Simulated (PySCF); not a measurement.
**Nonlinear optical response: `C=C=Cc1ccncc1`, C8H7N**

Geometry (Å), atoms numbered from 1 in this order:
```xyz
16

C     3.274   -0.255   -0.568
C     2.211    0.328   -0.124
C     1.131    0.909    0.323
C    -0.210    0.349    0.210
C    -0.451   -0.885   -0.398
C    -1.750   -1.350   -0.470
N    -2.794   -0.691    0.009
C    -2.569    0.478    0.586
C    -1.312    1.041    0.713
H     3.854   -0.926    0.045
H     3.638   -0.090   -1.571
H     1.209    1.873    0.812
H     0.369   -1.458   -0.804
H    -1.974   -2.302   -0.934
H    -3.446    0.987    0.964
H    -1.187    2.000    1.194
```

Level of theory: quadratic response CAM-B3LYP/def2-SVPD first hyperpolarisability, Taylor convention, gas phase in PySCF 2.14.0. Geometry: GFN2-xTB.

Q: Give β for the processes computed.

A: In au, Taylor convention; the vector part is βᵢ = ⅓ Σⱼ (βᵢⱼⱼ + βⱼᵢⱼ + βⱼⱼᵢ); β∥ is 3/5 of the vector part along the dipole, the dipole points from − to +:
```csv
process,λ (nm),β vector norm,β∥,β HRS,depolarisation ratio
"static β(0;0,0)",∞,88.3,51.6,61.2,2.16
"second harmonic β(−2ω;ω,ω)",1064,135.0,79.3,84.8,2.36
"Pockels β(−ω;ω,0)",1064,101.3,59.3,–,–
"second harmonic β(−2ω;ω,ω)",800,194.0,114.3,114.2,2.52
"Pockels β(−ω;ω,0)",800,112.8,66.1,–,–
```

Q: Which lowest excitations, dipole and polarisabilities go with it?

A: S1 4.86 eV (f = 0.003); S2 5.27 eV (f = 0.069); S3 5.33 eV (f = 0.387); dipole 2.87 D; isotropic α 103.8 au static, 105.5 au at 1064 nm, 106.8 au at 800 nm, 111.2 au at 532 nm, 118.6 au at 400 nm.
